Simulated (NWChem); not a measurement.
System: C$_{2}$H$_{4}$CuN; SMILES C[N+]#[C-]->[CuH]

```xyz
8

Cu    -0.9006    -0.2594    -1.0457
H     -1.8778    -0.5360    -2.1947
C      1.9365     0.5560     2.2595
N      1.0345     0.2924     1.2139
C      0.2873     0.0778     0.3443
H      1.8994     1.6223     2.5258
H      2.9593     0.3008     1.9459
H      1.6733    -0.0431     3.1432
```
Atoms are numbered in this order, from 1.

Level: PBE0/def2-SVP (NWChem), optimised geometry, unscaled harmonic frequencies. 

Task: List the harmonic frequencies with IR intensities, and the thermochemistry.

Result: 
| frequency (cm⁻¹) | IR intensity (km/mol) |
|---|---|
| 118 | 2.7 |
| 118 | 2.7 |
| 324 | 61.6 |
| 324 | 61.6 |
| 340 | 8.5 |
| 490 | 96.0 |
| 490 | 96.0 |
| 1050 | 0.6 |
| 1128 | 0.3 |
| 1128 | 0.3 |
| 1431 | 12.4 |
| 1455 | 15.1 |
| 1455 | 15.1 |
| 1773 | 84.3 |
| 2349 | 383.9 |
| 3068 | 9.9 |
| 3175 | 0.1 |
| 3176 | 0.1 |

```json
{
 "zero_point_energy": "33.4 kcal/mol",
 "thermal correction to the enthalpy at 298.15 K (with zero-point energy)": "37.7 kcal/mol",
 "heat capacity Cv": "18.4 cal/(mol K)",
 "entropy at 298.15 K and 1 atm (symmetry number 3)": "73.5 cal/(mol K)",
 "dipole_moment": "8.35 D"
}
```

Rigid rotor and harmonic oscillator.
